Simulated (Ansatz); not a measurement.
Ansatz (a first-principles code) input (CCSD(T)/def2-SVPD):

Ansatz 0.2 input:
```yaml
crystal:
  periodic: [false, false, false]
  atoms:
    - {symbol: K, position_ang: [-0.00000000, -0.00000000, -2.51529452]}
    - {symbol: K, position_ang: [0.00000000, 0.00000000, 2.51529452]}
basis:
  gaussian:
    orbitals: def2-SVPD
total_charge: 1
magnetization: {spin_polarized: true, initial_magnetization: 1}
correlation: {method: ccsd_t, electrons: outside_noble_gas}
output: {forces: true}
```

End of the output:

```
integrals: 0.03 GiB planned
518 factors; integrals over basis functions are off by at most 4.5e-4 eV
mean field: 0.15 GiB planned
mean field evaluation 1: about -32600.0171 eV, gradient 1.7e0 eV
mean field evaluation 2: about -32600.0399 eV, gradient 1.8e0 eV
mean field evaluation 4: about -32600.2468 eV, gradient 2.3e-1 eV
mean field evaluation 8: about -32600.2677 eV, gradient 5.1e-4 eV
mean field evaluation 16: about -32600.2677 eV, gradient 2.5e-6 eV
mean field evaluation 32: about -32600.1386 eV, gradient 1.0e0 eV
mean field evaluation 64: about -32597.7038 eV, gradient 1.1e0 eV
mean field evaluation 96: about -32597.0953 eV, gradient 1.3e0 eV
mean field evaluation 128: about -32599.0851 eV, gradient 3.6e0 eV
mean field -32600.26771678 eV, -1198.0377413365 hartree, gradient 3.4e-6 eV, S^2 0.750077; 6 other end points of the search recorded, 0 dependent functions left out
determinant -32600.26771678 eV, -1198.0377413365 hartree, with singles and doubles -32600.26771678 eV, -1198.0377413365 hartree
determinant -32598.71956704 eV, -1197.9808478831 hartree, with singles and doubles -32598.71956706 eV, -1197.9808478838 hartree
determinant -32598.17839819 eV, -1197.9609602947 hartree, with singles and doubles -32598.17839820 eV, -1197.9609602950 hartree
determinant -32597.76624343 eV, -1197.9458138864 hartree, with singles and doubles -32597.76624343 eV, -1197.9458138864 hartree
determinant -32597.21705603 eV, -1197.9256316220 hartree, with singles and doubles -32597.21705604 eV, -1197.9256316222 hartree
18 core orbitals not correlated
reference -32600.26771678 eV, -1198.0377413365 hartree; 1, 0 occupied and 35, 36 virtual orbitals, 518 factors
densities: 0.10 GiB planned
second order 0.00000000 eV of doubles, -0.00000000 eV of singles
coupled cluster: 0.09 GiB planned
cycle   1  -0.00000000 eV  change  -1.6e-13 eV  update   7.5e-8
perturbative correction 0.00000000 eV, 0.0000000000 hartree
the calculation of the forces begins
Total energy: -32600.26771678 eV, -1198.0377413365 hartree
Atom 0 at    -0.000000    -0.000000    -2.515295 Å, force    -0.000000     0.000000     0.063096 eV/Å
Atom 1 at     0.000000     0.000000     2.515295 Å, force    -0.000000    -0.000000    -0.063096 eV/Å
Dipole moment:     0.000000    -0.000000    -0.000000 e Å
```
